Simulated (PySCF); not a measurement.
HfH4, SMILES [HfH4], multiplicity 1.

The structure is a stationary point at B3LYP-D3(BJ)/def2-TZVPD. The multiplicity is an assumed one; other spin states were not compared. The def2 effective core potentials stand for the cores of Hf; spin–orbit coupling is left out.

These are PySCF with TDA-PBE/def2-TZVPD values and carry that method's errors.

Vertical excitations; the highest root listed may be one member of a degenerate set. Isolated molecule, no solvent. State labels are in the subgroup D2.

| state | symmetry | energy (eV) | λ (nm) | f | main pairs |
|---|---|---|---|---|---|
| S1 | B1 | 4.01 | 309 | 0.000 | HOMO−2→LUMO (degenerate set) |
| S2 | B3 | 4.01 | 309 | 0.000 | HOMO→LUMO+1, HOMO→LUMO (degenerate set) |
| S3 | B2 | 4.01 | 309 | 0.000 | HOMO−1→LUMO+1, HOMO−1→LUMO (degenerate set) |
| S4 | B1 | 4.25 | 292 | 0.008 | HOMO−2→LUMO+1 (degenerate set) |
| S5 | B2 | 4.25 | 292 | 0.008 | HOMO−1→LUMO, HOMO−1→LUMO+1 (degenerate set) |
| S6 | B3 | 4.25 | 292 | 0.008 | HOMO→LUMO, HOMO→LUMO+1 (degenerate set) |
| S7 | B1 | 4.94 | 251 | 0.000 | HOMO−1→LUMO+4, HOMO→LUMO+3 (degenerate set) |
| S8 | B3 | 4.94 | 251 | 0.000 | HOMO−1→LUMO+2, HOMO−2→LUMO+3 (degenerate set) |
| S9 | B2 | 4.94 | 251 | 0.000 | HOMO→LUMO+2, HOMO−2→LUMO+4 (degenerate set) |
| S10 | A | 5.05 | 245 | 0.000 | HOMO→LUMO+4 47 %, HOMO−1→LUMO+3 36 %, HOMO−3→LUMO 15 % |
| T1 | B1 | 3.71 | 334 | 0 | HOMO−2→LUMO (degenerate set) |
| T2 | B3 | 3.71 | 334 | 0 | HOMO→LUMO+1, HOMO→LUMO (degenerate set) |
| T3 | B2 | 3.71 | 334 | 0 | HOMO−1→LUMO+1, HOMO−1→LUMO (degenerate set) |
| T4 | B2 | 3.71 | 334 | 0 | HOMO−1→LUMO, HOMO−1→LUMO+1 (degenerate set) |
Triplets are in the Tamm–Dancoff approximation.
